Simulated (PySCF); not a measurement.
3-bromopyridine, C₅H₄BrN.
InChI=1S/C5H4BrN/c6-5-2-1-3-7-4-5/h1-4H

Computed with PBE0-D3(BJ)/def2-SVP geometry optimisation, gas phase (PySCF 2.14.0).

Masses are those of the commonest isotopes; rigid-rotor values at the optimised geometry. 

Problem. Give the principal moments of inertia and the rotational constants in cm⁻¹.

Solution. Ia = 86.11, Ib = 502.52, Ic = 588.63 u·Å²; 505379 MHz·u·Å²/I gives 5869, 1006 and 858.6 MHz, that is A = 0.19576, B = 0.03355, C = 0.02864 cm⁻¹.

Problem. Classify the top.

Solution. A near-prolate asymmetric top: κ = (2 × 1006 − 5869 − 858.6)/(5869 − 858.6) = -0.94.

Problem. What does the inertial defect say?

Solution. Planar: Δ = Ic − Ia − Ib = 0.00 u·Å². For a rigid frame Δ = −2 Σ m c², so it vanishes when all atoms lie in the ab plane; here none is more than 0.01 Å from it.

Problem. Give the coordinates in the principal-axis frame, origin at the centre of mass.

Solution. The sense of each axis is arbitrary; atoms in the order of the calculation.
| atom | mass (u) | a (Å) | b (Å) | c (Å) |
| --- | --- | --- | --- | --- |
| Br1 | 78.918 | 1.636 | -0.005 | 0.000 |
| C2 | 12.000 | -0.246 | 0.031 | 0.000 |
| C3 | 12.000 | -0.934 | 1.241 | 0.000 |
| C4 | 12.000 | -2.325 | 1.197 | 0.000 |
| C5 | 12.000 | -2.957 | -0.046 | 0.000 |
| N6 | 14.003 | -2.293 | -1.199 | 0.000 |
| C7 | 12.000 | -0.967 | -1.167 | 0.000 |
| H8 | 1.008 | -0.393 | 2.189 | 0.001 |
| H9 | 1.008 | -2.912 | 2.118 | 0.000 |
| H10 | 1.008 | -4.051 | -0.111 | 0.000 |
| H11 | 1.008 | -0.437 | -2.126 | 0.000 |

Problem. Predict some low-J microwave lines.

Solution. The dipole components are |μa| = 0.41 D, |μb| = 1.93 D, |μc| = 0.00 D; the mirror of this Cs structure is the ab plane, so μc vanishes by symmetry and there are no c-type lines. The squared components, which scale the intensities, stand as 0.05 : 1.00 (a : b). Some lines, for components of 0.1 D or more:

| type | branch | J(Ka,Kc) | MHz | lower level (cm⁻¹) |
| --- | --- | --- | --- | --- |
| b | R | 3(0,3) ← 2(1,2) | 860 | 0.344 |
| a | Q | 3(1,2) ← 3(1,3) | 883 | 0.523 |
| a | R | 1(0,1) ← 0(0,0) | 1864 | 0.000 |
| a | R | 2(1,2) ← 1(1,1) | 3581 | 0.224 |
| a | R | 2(0,2) ← 1(0,1) | 3725 | 0.062 |
| a | R | 3(1,3) ← 2(1,2) | 5370 | 0.344 |
| b | Q | 3(1,2) ← 3(0,3) | 5392 | 0.373 |
| a | R | 3(0,3) ← 2(0,2) | 5580 | 0.186 |
| a | R | 3(2,2) ← 2(2,1) | 5593 | 0.845 |
| b | R | 1(1,1) ← 0(0,0) | 6727 | 0.000 |
| b | Q | 3(2,1) ← 3(1,2) | 14387 | 0.552 |
| b | Q | 2(2,0) ← 2(1,1) | 14593 | 0.359 |
| b | Q | 3(2,2) ← 3(1,3) | 15253 | 0.523 |
| b | R | 2(2,1) ← 1(1,0) | 18465 | 0.229 |
| b | R | 2(2,0) ← 1(1,1) | 18615 | 0.224 |
| b | R | 3(3,1) ← 2(2,0) | 30275 | 0.845 |
| b | R | 3(3,0) ← 2(2,1) | 30278 | 0.845 |

PBE0-D3(BJ)/def2-SVP frequencies: not computed here. Zero-point vibration and centrifugal distortion are left out. Quadrupole hyperfine structure (14N, 79Br) is left out.
